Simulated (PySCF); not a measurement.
Compound: C₆H₁₃BO₂.
SMILES with atom numbers: `[CH3:1][C:2]([CH3:3])=[C:4]([CH3:5])[CH2:6][B:7]([OH:8])[OH:9]`

Geometry (PBE0-D3(BJ)/def2-SVP, Å), atoms numbered from 1 in this order:
```xyz
22
C6H13BO2 angstrom
C     -1.4380    1.2903    0.5333
C     -1.1505   -0.1107    0.0480
C     -2.2289   -1.1078    0.3564
C     -0.0082   -0.3969   -0.6127
C      0.3905   -1.7623   -1.0882
C      1.0282    0.6729   -0.8918
B      2.0122    0.7797    0.3440
O      2.8281   -0.2743    0.6186
O      2.0756    1.8588    1.1852
H     -1.6087    1.9913   -0.3029
H     -0.6093    1.6937    1.1358
H     -2.3377    1.3174    1.1648
H     -3.1972   -0.7669   -0.0498
H     -2.3708   -1.2082    1.4468
H     -2.0337   -2.1078   -0.0488
H      1.3817   -2.0207   -0.6806
H      0.4887   -1.7764   -2.1876
H     -0.3116   -2.5540   -0.8005
H      0.5564    1.6415   -1.1209
H      1.6158    0.3863   -1.7794
H      3.3451   -0.1173    1.4166
H      1.4916    2.5729    0.9179
```

Computed with PySCF, delta-SCF UKS SCAN, pcX-2 on the ionised atom, pcseg-1 elsewhere, spin-free X2C. Every row has its own mixed basis.

| ionised atom | basis functions | E(ground) (Eh) | E(ionised) (Eh) |
| --- | --- | --- | --- |
| B7 | 222 | -411.82658 | -404.59086 |
| C1 | 222 | -411.82610 | -401.15280 |
| C2 | 222 | -411.82923 | -401.18655 |
| C3 | 222 | -411.82600 | -401.15690 |
| C4 | 222 | -411.82930 | -401.18239 |
| C5 | 222 | -411.82594 | -401.16228 |
| C6 | 222 | -411.82640 | -401.17292 |
| O8 | 222 | -411.85349 | -392.05355 |

Problem. Turn these total energies into binding energies.

Solution. E(ionised) − E(ground), at 27.2114 eV a hartree:

```json
{"atom": "B7", "environment": "three-coordinate boron", "difference (Eh)": "7.23572", "binding energy (eV)": "196.89"}
{"atom": "C1", "environment": "allylic carbon", "difference (Eh)": "10.67330", "binding energy (eV)": "290.44"}
{"atom": "C2", "environment": "fully substituted alkene carbon", "difference (Eh)": "10.64268", "binding energy (eV)": "289.60"}
{"atom": "C3", "environment": "allylic carbon", "difference (Eh)": "10.66910", "binding energy (eV)": "290.32"}
{"atom": "C4", "environment": "fully substituted alkene carbon", "difference (Eh)": "10.64691", "binding energy (eV)": "289.72"}
{"atom": "C5", "environment": "allylic carbon", "difference (Eh)": "10.66366", "binding energy (eV)": "290.17"}
{"atom": "C6", "environment": "sp3 carbon bound to boron", "difference (Eh)": "10.65348", "binding energy (eV)": "289.90"}
{"atom": "O8", "environment": "boron-bound oxygen", "difference (Eh)": "19.79994", "binding energy (eV)": "538.78"}
```

Problem. How much do the ground-state energies differ, and what would follow from using one of them for all holes?

Solution. They run from -411.8535 Eh (core basis on O8) to -411.8259 Eh (on C5), 0.0276 Eh or 0.75 eV apart, for one and the same state in different bases and grids. Pairing the ion of C5 with the ground state of O8 would put its binding energy 0.75 eV too high.

Only 1s holes are shown. Topologically equivalent atoms share the value of their first member; where this conformer doesn't relate them by symmetry, their own values could differ. Isolated species at its PBE0-D3(BJ)/def2-SVP geometry (one conformer only).

Hardware: an Arm Neoverse N1 with one thread, no GPU (shared host). Cost: 6.3 min of wall time, 0.71 GiB resident at most.
